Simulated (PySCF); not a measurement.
Worked example: oscillator strength and radiative lifetime

C2H4BNO3, SMILES COB(O)N=C=O.

The structure is a stationary point at B3LYP-D3(BJ)/def2-SVP. The structure was generated by enumeration, and PubChem lists no compound with its InChIKey, so it may never have been made. Other conformers were not sampled.

TDA-LC-ωPBE/def2-SVPD in PySCF puts the first singlet state with f over 0.02 at 7.44 eV (vertical), with the transition dipole (0.044, 0.067, -0.520) in atomic units.

**Question.** Find the oscillator strength, the wavelength and the radiative lifetime that this transition would have in vacuum if emission retraced absorption.

**Answer.** 
|μ|² = 0.2768 au, so |μ| = 1.34 D. ΔE = 7.44/27.211 = 0.2734 hartree. f = (2/3) ΔE |μ|² = 0.050 (the program prints 0.050).
λ = 1239.84/7.44 = 167 nm; ν = 60008 cm⁻¹.
Einstein's coefficient A = 0.6670 ν² f s⁻¹ (ν in cm⁻¹) = 1.2e8 s⁻¹, so τ = 1/A = 8.3 ns. This state is S2; the lower singlet has f = 0.000. The figure is the radiative limit of this one transition; relaxation, internal conversion, crossing to triplets and a medium change what is measured.
